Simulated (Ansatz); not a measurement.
Basis sets compared for Li6Cl5 (the lowest doublet isomer of a short search). Charge 0, multiplicity 2. Geometry r2SCAN-D4/def2-SVP. Ansatz on 4 threads of Arm Neoverse V2 on a shared host; times are rough, and most runs start from earlier orbitals.

```xyz
11

Li    2.249   -0.115    0.096
Li    0.366   -0.366    2.321
Li   -0.543   -2.399    0.351
Li   -0.862    0.274   -2.064
Li   -2.336   -0.029    0.445
Li    0.377    2.141   -0.159
Cl   -1.844    1.916   -0.704
Cl    1.591    1.487    1.681
Cl   -1.917   -1.623   -1.272
Cl    1.551   -2.056    1.137
Cl    1.368    0.770   -1.832
```

The structure comes from a short search, and lower isomers may exist.

Binding counts from free atoms (Li doublet, Cl doublet) in the same basis, without a counterpoise term.

```tsv
level	functions	energy (Eh)	HOMO (eV)	LUMO (eV)	binding per atom (eV)	wall time
PBE-D4/def2-SVP	144	-2344.9606	-3.12	-1.91	3.10	5.5 s
PBE0-D4/def2-SVP	144	-2345.1916	-3.83	-1.32	3.07	7.5 s
```

(1) Estimate the rows for PBE-D4/def2-TZVP (with forces), PBE0-D4/def2-TZVP.

Answers

(1) 
```csv
level,functions,energy (Eh),HOMO (eV),LUMO (eV),binding per atom (eV),wall time
PBE-D4/def2-TZVP (with forces),269,-2345.7546,-3.27,-2.05,2.95,8.5 s
PBE0-D4/def2-TZVP,269,-2345.9730,-3.96,-1.45,2.93,17 s
```
